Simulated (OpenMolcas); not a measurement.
Yb⁴⁺: CASPT2 settings compared

```
Program             : OpenMolcas
Basis               : ANO-RCC-VDZ [7s6p4d2f]
Scalar Hamiltonian  : DKH2, point nucleus
Active space        : 12 electrons in 7 orbitals (4f)
State averaging     : 2S+1 = 3 even, 21 roots; 2S+1 = 1 even, 28 roots (27 in the spin-orbit step)
Spin-orbit coupling : state interaction with AMFI integrals over the reference wave functions, term energies averaged over their components
```

Methods on the same reference wave functions:
A. CASSCF
B. SS-CASPT2, IPEA 0.4 Eh, sigma1 regulariser 0.4 Eh (closed shells correlated: 4d 5s 5p)
C. SS-CASPT2, IPEA 0.35 Eh, imaginary shift 0.25 Eh (closed shells correlated: 5s 5p)
D. XMS-CASPT2, IPEA 0.4 Eh, sigma1 regulariser 0.3 Eh (closed shells correlated: 5s 5p)

Energies in cm⁻¹ above 4f¹² ³H₆, the measured ground level; measured values from the list in Tchang-Brillet, Wyart, Meftah and Ait Mammar, Atoms 6, 52 (2018).

```csv
Level,A,B,C,D,Measured
4f¹² ³H₆,0.0,0.0,0.0,0.0,0.0
4f¹² ³F₄ [55 %],7210,6040,6700,6770,6112
4f¹² ³H₅,10085,10100,10100,10100,9580
4f¹² ³H₄ [54 %],15628,15030,15350,15400,
4f¹² ³F₃,18628,17040,17760,17980,16372
4f¹² ³F₂,19792,17780,18720,18870,16877
4f¹² ¹G₄ [52 %],25721,25150,25610,25530,
4f¹² ¹I₆,45326,43610,43640,43320,39038
4f¹² ³P₁,49952,44970,47010,46750,
4f¹² ³P₂ [62 %],51258,46840,48710,48520,43120
4f¹² ³P₀,51574,46590,48630,48370,
```

Deviations, from unrounded energies. A percentage is the sum of absolute deviations over the sum of measured energies, with the sign that they share, or ± where signs differ.

| Against measurement | Levels | A | B | C | D |
| --- | --- | --- | --- | --- | --- |
| mean absolute deviation (cm-1) | 6 | 3500 | 1700 | 2400 | 2400 |
| fine structure of the ground term (%) | 1 | +5.3 | +5.4 | +5.4 | +5.4 |
| other terms of the ground configuration (%) | 5 | +17.0 | ±8.2 | +11.5 | +11.5 |

B lies closest to measurement on these levels and A furthest from it. The largest miss of B in the table is 4f¹² ¹I₆, by +4600 cm-1. The ranking rests on the paired levels alone, and a cruder setting can come out closer through cancelling errors.

Among B to D the level of the table that moves most is 4f¹² ³P₁, by 2000 cm-1 (lowest in B, highest in C). Moves below CASPT2's spread within the term are not significant.

From A to B the spin-free energies of the other terms of 4f¹² shown, above ³H, scale by factors of 0.81 to 0.95, as is usual when dynamic correlation screens the repulsion within a d or f shell.

The lowest spin-free term lies below A's lowest term by 0.560 hartree in B, 0.416 hartree in C, 0.418 hartree in D.

CASPT2 does not keep the components of a term degenerate, so their means are used; among the terms shown or strongly mixed into the levels shown the widest spread is 640 cm-1 (4f¹² ¹I, B). Some high roots are left out of the spin-orbit mixing, which shifts the levels that they would mix with. The basis is small and was not contracted for so high a charge. Without dynamic correlation excited terms often stand tens of per cent too high (terms of higher spin than the ground term too low), and those without a measured partner can miss by more than the paired ones (holds for A). The CASPT2 spread within a term exceeds the gap to the next term for 4f¹² ¹I and 4f¹² ³P, so the order of their levels is uncertain (holds for B). Measured partners are found by configuration, term and J. A level has none where our copy of the source lacks it or the pairing is in doubt (some pairs that miss far off the trend of their configuration count as doubtful), and it then counts in no deviation. Only configurations of the active space appear. Levels that lie high or do not pair safely by name in every column are left out.

A share in square brackets marks a mixed level and gives the weight of the term that names it, the lowest over the columns.
